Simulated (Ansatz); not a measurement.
Two isomers of C2H9ClSi2: A = `[SiH3]CC[SiH2]Cl`, B = `C[SiH](C)[SiH2]Cl`.

Computed with Ansatz on PBE0-D4/def2-TZVP structures; ΔE is electronic, products minus reactants. CCSD(T)/CBS adds triple-zeta CCSD(T) − MP2 to the extrapolated MP2 energy (def2 sets, frozen cores). DFT in def2-TZVPP. B3LYP here is the variant with VWN-RPA as its local correlation; programs differ in this. Each species was taken in one conformer, which may not be the lowest.

(1) Which is lower in electronic energy at CCSD(T)/CBS, and by how much? (Best estimate.)

(2) Give E(B) − E(A) in kJ/mol with MP2/def2-TZVPP, HF/def2-TZVPP, ωB97M-V, PBE-D4, B3LYP, B3LYP-D4, B2PLYP. (Estimate.)

Largest T1 diagnostic: 0.010.

Results:

(1) The calculation gave: B, by 55.9 kJ/mol.

(2) Ansatz gave: MP2/def2-TZVPP -51.1, HF/def2-TZVPP -50.6, ωB97M-V -53.0, PBE-D4 -68.1, B3LYP -61.7, B3LYP-D4 -58.8, B2PLYP -57.4. None reverses the order clearly.

From PBE to PBE0 (25 % exact exchange), in def2-TZVPP and without D4, E(B) − E(A) moves by +3.3 kJ/mol.
